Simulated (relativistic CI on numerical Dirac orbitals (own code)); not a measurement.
Slater and spin-orbit integrals, Ir15+

Method of calculation: Dirac-Coulomb-Breit CI, separate exchange-only KLI orbitals for each configuration, model QED (radiative potential, 1s self-energy scaled to tabulated hydrogen-like ionisation energies), unscaled Slater integrals (own radial code, finite nucleus).

Slater integrals F^k, G^k are unscaled and averaged over j, outside the closed core [Kr] 4d10; ζ comes from projecting the Hamiltonian with its Breit term on Σ l·s of the shell.

- 4f14 5s 5p: G^1(5s,5p) = 142400, ζ(5p) = 101310 cm⁻¹; <r>(5s) = 0.8932, <r^2>(5s) = 0.8879, <r>(5p) = 0.9736, <r^2>(5p) = 1.058 (bohr units).
- 4f13 5s2 5p: ζ(4f) = 7009.4, F^2(4f,5p) = 82968, G^2(4f,5p) = 30566, G^4(4f,5p) = 26804, ζ(5p) = 104350 cm⁻¹; <r>(4f) = 0.5002, <r^2>(4f) = 0.2971, <r>(5p) = 0.9676, <r^2>(5p) = 1.045 (bohr units).
- 4f14 5s 5d: G^2(5s,5d) = 88965, ζ(5d) = 10300 cm⁻¹; <r>(5s) = 0.8925, <r^2>(5s) = 0.8868, <r>(5d) = 1.109, <r^2>(5d) = 1.379 (bohr units).

In this model ζ of a weakly bound d, f or g electron outside closed shells comes out too small, for d by up to a factor of two or three and at times with the wrong sign; that of an outer p electron is too small as well.

Averages of the first 10 configurations, taken without configuration mixing, which lowers the lowest level and can move excited configurations by several eV; other configurations of the list can lie among them:

```csv
Configuration,Parity,States,Average energy above the lowest level (eV)
4f14 5s2,even,1,1.1
4f14 5s 5p,odd,12,48.7
4f13 5s2 5p,even,84,41.1
4f14 5s 5d,even,20,117.3
4f13 5s2 5d,odd,140,112.2
4f14 5s 5f,odd,28,185.7
4f14 5p 5d,odd,60,167.9
4f14 5s 5g,even,36,234.0
4f14 5p2,even,15,101.2
4f13 5p3,even,280,146.5
```
